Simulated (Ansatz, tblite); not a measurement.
Isomers of HgI₂⁺ (doublet), found by a short tight-binding search and relaxed with PBE0-D4/def2-TZVP in Ansatz.

In the def2 sets Hg, I take a core potential; there is no spin–orbit coupling. The xTB rows come from tblite. HSE06 is defined as in plane-wave codes, on full-range PBE exchange. Correlated methods freeze 8 core orbitals; core or outer-core shells of Hg, I are correlated, in sets that lack core-valence functions. In CCSD on the charge 1 doublet the largest single amplitude is 0.26, so its Hartree–Fock determinant may place the open shell otherwise than the density functionals do.

A: At PBE-D4/def2-TZVP the gap within one spin of the charge 1 doublet nearly closes, so an electron or hole may be smeared out by delocalisation error.

Other spin states were run for one of them alone.

A:

```csv
atom,x (Å),y (Å),z (Å)
Hg1,0.000,0.000,0.000
I2,-1.096,-0.219,-2.320
I3,1.096,0.219,2.320
```

B:

Cartesian coordinates in Å:
```
Hg 1.6257 0.6670 1.6388
I -1.0366 -0.1296 0.4598
I -0.5891 -0.5374 -2.0986
```

Problem. Estimate their order by electronic energy at PBE0-D4/def2-TZVP, counted from the lowest.

Solution. A (0.0) < B (39.2), in kJ/mol.

Problem. Do the other levels pick the same lowest one?

Solution. Not GFN1-xTB, GFN2-xTB. Energies above each level's lowest (kJ/mol):

```csv
level,A,B
GFN1-xTB,5.2,0.0
GFN2-xTB,18.5,0.0
HF/def2-SVP,0.0,23.6
PBE-D4/def2-TZVP,0.0,44.7
r2SCAN-D4/def2-TZVP,0.0,59.5
B97M-V/def2-TZVP,0.0,50.4
PBE0-D4/def2-TZVP,0.0,39.2
HSE06-D4/def2-TZVP,0.0,41.6
MP2/def2-SVP,0.0,38.1
CCSD/def2-SVP,0.0,25.7
CCSD(T)/def2-SVP,0.0,31.0
```
Point groups (tolerance 0.1 Å): A D∞h, B Cs. Lower isomers may exist.
